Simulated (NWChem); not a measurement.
CH5O cation; SMILES C[OH2+]

```xyz
7

C     -0.0013     0.7990     0.0000
O     -0.0310    -0.6868     0.0000
H     -0.5445     1.0999    -0.9020
H     -0.5445     1.0999     0.9020
H      1.0418     1.1368     0.0000
H      0.3249    -1.1179    -0.8022
H      0.3249    -1.1179     0.8022
```
Atoms are numbered in this order, from 1.

Results from NWChem. Geometry: optimised at PBE0/def2-SVP. Level: PBE/def2-SVP with COSMO at NWChem's default radii, gas-phase geometry; rows give the dielectric constant. Reactions with the solvent are ignored.

| dielectric constant | electrostatic solvation energy (kcal/mol) |
|---|---|
| 1.5 | -25.7 |
| 2.4 | -45.0 |
| 20.7 | -73.8 |
| 25.0 | -74.4 |
| 78.4 | -76.5 |
